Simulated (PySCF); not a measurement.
**Mayer bond orders and bond lengths**

Compound: C₇H₁₁P.
Atom-mapped SMILES: `[CH3:1][c:2]1[cH:3][p:4]([CH3:5])[cH:6][c:7]1[CH3:8]` (hydrogens: H9, H10, H11 on C1; H12 on C3; H13, H14, H15 on C5; H16 on C6; H17, H18, H19 on C8)

Geometry (GFN2-xTB, Å), atoms numbered from 1 in this order:
```
atom  x, y, z in Å
C1    -1.8308    1.4017   -0.4153
C2    -0.6431    0.6898    0.1413
C3     0.4448    1.2892    0.6625
P4     1.6016    0.0929    1.3560
C5     2.9866    0.1866    0.1182
C6     0.6034   -1.2297    0.6459
C7    -0.5517   -0.7650    0.1319
C8    -1.6424   -1.6130   -0.4326
H9    -1.7156    2.4777   -0.3090
H10   -1.9573    1.1657   -1.4720
H11   -2.7368    1.0933    0.1060
H12    0.5635    2.3539    0.7782
H13    3.6505   -0.6604    0.2766
H14    3.5403    1.1077    0.2860
H15    2.5933    0.1673   -0.8955
H16    0.8552   -2.2724    0.7465
H17   -1.3930   -2.6672   -0.3385
H18   -2.5786   -1.4260    0.0931
H19   -1.7997   -1.3828   -1.4865
```

Bond orders from the PBE0/pcSseg-1 density (PySCF). Isolated species at its GFN2-xTB geometry, gas phase.

Task: Where do the orders between heavy atoms depart from those drawn in the SMILES?

Result: The largest departure is 0.490, at C3–P4 (drawn aromatic, 1.010) and P4–C6 (drawn aromatic, 1.010), counting aromatic bonds as 1.5. The bonds drawn aromatic range from 1.01 to 1.74.

Task: Give the Mayer order of every bond, beside its length.

Result: 
```tsv
bond	drawn as	length (Å)	Mayer order
C1–C2	single	1.492	1.089
C2–C3	aromatic	1.347	1.743
C3–P4	aromatic	1.803	1.010
P4–C5	single	1.860	0.987
P4–C6	aromatic	1.803	1.010
C6–C7	aromatic	1.347	1.743
C7–C8	single	1.493	1.089
C7–C2	aromatic	1.458	1.059
C1–H9	single	1.087	0.950
C1–H10	single	1.090	0.942
C1–H11	single	1.090	0.939
C3–H12	single	1.078	0.950
C5–H13	single	1.088	0.955
C5–H14	single	1.088	0.955
C5–H15	single	1.088	0.947
C6–H16	single	1.077	0.950
C8–H17	single	1.087	0.950
C8–H18	single	1.090	0.939
C8–H19	single	1.090	0.942
```

Bonds between the same two heavy elements. C–C: lowest C7–C2 (1.059, 1.458 Å), highest C2–C3 and C6–C7 (1.743, 1.347 Å); in 2 of the 10 pairs the longer bond (by over 0.003 Å) has the higher order (by 0.02 or more). C–P: lowest P4–C5 (0.987, 1.860 Å), highest C3–P4 and P4–C6 (1.010, 1.803 Å). Bonds named together lie within 0.004.

Task: Sum the orders of all bonds at each heavy atom with more than one neighbour and set the sums beside the valence in the SMILES.

Result: C1 3.920 (drawn 4), C2 3.891 (drawn 4), C3 3.703 (drawn 4), P4 3.007 (drawn 3), C5 3.844 (drawn 4), C6 3.703 (drawn 4), C7 3.891 (drawn 4), C8 3.920 (drawn 4). Orders between atoms that aren't bonded are not in these sums.

Mayer orders depend on the basis set.
